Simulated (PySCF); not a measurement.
Isomers of C6H6F3N3, mass 177.051 u with the commonest isotopes. Theory: PBE0/pcSseg-1 in PySCF (dipole) on a GFN2-xTB geometry, gas phase. One conformer each, none proved a minimum here; rigid rotors.

Task: Order these by dipole moment, smallest first.
A. `[CH2:1]=[CH:2][CH2:3][n:4]1[cH:5][c:6]([C:7]([F:8])([F:9])[F:10])[n:11][n:12]1` with C1–C2–C3–N4 124°, C2–C3–N4–C5 -62°
B. `[CH2:1]=[CH:2][n:3]1[n:4][c:5]([CH3:6])[c:7]([C:8]([F:9])([F:10])[F:11])[n:12]1` with C1–C2–N3–N4 180°
C. `[CH3:1][CH2:2][c:3]1[n:4][cH:5][n:6][c:7]([C:8]([F:9])([F:10])[F:11])[n:12]1` with C1–C2–C3–N4 179°

Result: B (2.38 D), C (3.04 D), A (6.14 D).

Task: Order these by out-of-plane moment Σ m c² = (Ia + Ib − Ic)/2, smallest first.
A. `[CH2:1]=[CH:2][CH2:3][n:4]1[cH:5][c:6]([C:7]([F:8])([F:9])[F:10])[n:11][n:12]1` with C1–C2–C3–N4 124°, C2–C3–N4–C5 -62°
B. `[CH2:1]=[CH:2][n:3]1[n:4][c:5]([CH3:6])[c:7]([C:8]([F:9])([F:10])[F:11])[n:12]1` with C1–C2–N3–N4 180°
C. `[CH3:1][CH2:2][c:3]1[n:4][cH:5][n:6][c:7]([C:8]([F:9])([F:10])[F:11])[n:12]1` with C1–C2–C3–N4 179°

Result: B (45.35 u·Å²), C (47.12 u·Å²), A (60.65 u·Å²).

Task: Order these by rotational constant A, largest first.
A. `[CH3:1][CH2:2][c:3]1[n:4][cH:5][n:6][c:7]([C:8]([F:9])([F:10])[F:11])[n:12]1` with C1–C2–C3–N4 179°
B. `[CH2:1]=[CH:2][CH2:3][n:4]1[cH:5][c:6]([C:7]([F:8])([F:9])[F:10])[n:11][n:12]1` with C1–C2–C3–N4 124°, C2–C3–N4–C5 -62°
C. `[CH2:1]=[CH:2][n:3]1[n:4][c:5]([CH3:6])[c:7]([C:8]([F:9])([F:10])[F:11])[n:12]1` with C1–C2–N3–N4 180°

Result: B (2083 MHz), C (1600 MHz), A (1561 MHz).

```json
{"SMILES": "CCc1ncnc(C(F)(F)F)n1", "point group": "C1", "Ia (u·Å²)": "323.78", "Ib (u·Å²)": "738.82", "Ic (u·Å²)": "968.37", "κ": "-0.69", "μa (D)": "2.99", "μb (D)": "0.51", "μc (D)": "0.06"}
{"SMILES": "C=Cn1nc(C)c(C(F)(F)F)n1", "point group": "Cs", "Ia (u·Å²)": "315.91", "Ib (u·Å²)": "751.65", "Ic (u·Å²)": "976.85", "κ": "-0.71", "μa (D)": "1.99", "μb (D)": "1.31", "μc (D)": "0.00"}
{"SMILES": "C=CCn1cc(C(F)(F)F)nn1", "point group": "C1", "Ia (u·Å²)": "242.57", "Ib (u·Å²)": "1049.55", "Ic (u·Å²)": "1170.83", "κ": "-0.94", "μa (D)": "5.33", "μb (D)": "2.73", "μc (D)": "1.35"}
```
